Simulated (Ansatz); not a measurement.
Ag2F2⁺, that is (AgF)2 ring with one electron fewer. Charge 1, multiplicity 2. Geometry r2SCAN-D4/def2-TZVP, that of the neutral singlet; atoms count from 1.

Cartesian coordinates in Å:
```
Ag 0.7316 -1.1467 -0.5024
F 0.7151 0.9544 -1.1392
Ag -0.7339 1.1458 0.5004
F -0.7128 -0.9535 1.1412
```

In the def2 sets Ag takes a core potential; there is no spin–orbit coupling.

Question: Estimate the Mulliken populations from the PBE0/def2-TZVP orbitals of Ansatz.

Answer: 
| atom | charge (e) | spin (α − β) | d electrons |
| --- | --- | --- | --- |
| Ag1 | 0.90 | 0.17 | 9.78 |
| F2 | -0.40 | 0.33 | – |
| Ag3 | 0.90 | 0.17 | 9.78 |
| F4 | -0.40 | 0.33 | – |
Mulliken values and Mayer orders depend strongly on the basis.

Question: Where does the spin sit?

Answer: Summed by element: Ag 0.33, F 0.67, of 1 unpaired in all. Largest on single atoms: F2 0.33, F4 0.33, Ag3 0.17.

Question: And the Mayer bond orders between bonded heavy atoms (over 0.3)?

Answer: Ag1–F2 0.39 (2.20 Å); Ag1–F4 0.39 (2.20 Å); F2–Ag3 0.39 (2.20 Å); Ag3–F4 0.39 (2.20 Å).
